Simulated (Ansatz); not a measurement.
System: CBr$_{2}$Cl$_{2}$, charge 0, singlet. CBr2Cl2 (SMILES ClC(Cl)(Br)Br).
B3LYP-D3(BJ)/def2-TZVP minimum from Ansatz (a first-principles code):
```xyz
5

Cl    -0.5909    -1.7309    -0.8897
C     -0.1952    -0.3368     0.1278
Cl    -0.7682    -0.6150     1.7801
Br    -1.0560     1.2695    -0.6008
Br     1.7496    -0.0723     0.1464
```

Quantity: atomisation energy (electronic, to ground-state atoms), in kcal/mol. Open shells are spin-unrestricted; no spin-orbit coupling. Cores are frozen in correlated methods (noble-gas shells, and filled d and f shells in the p block). No relativity. CBS(X,Y): correlation extrapolated as X^-3, Hartree-Fock from the larger set. A bracket is a step between two methods taken in the basis named. Double hybrids freeze cores in their MP2 part. Spin-orbit terms, left out, reach several kcal/mol for Br and I, and more for heavier atoms.

CCSD(T)/CBS(def2-TZVPP,def2-QZVPP) + [CCSDT(Q) - CCSD(T)]/def2-SVP (Ansatz) gives 289.0 kcal/mol.

What does PBE/def2-TZVPD (Ansatz) give here, and how do the other levels compare?

PBE gives 308.4 kcal/mol, 19.4 kcal/mol above it. Differences of the others: r2SCAN/def2-TZVPD (Ansatz) 5.7; PBE0/def2-TZVPD (Ansatz) 3.6; wB97M-V/def2-TZVPD (Ansatz) -0.7; B2PLYP/def2-TZVPD (Ansatz) -10.7; CCSD(T)/CBS(def2-TZVPP,def2-QZVPP) (Ansatz) -0.6 kcal/mol.
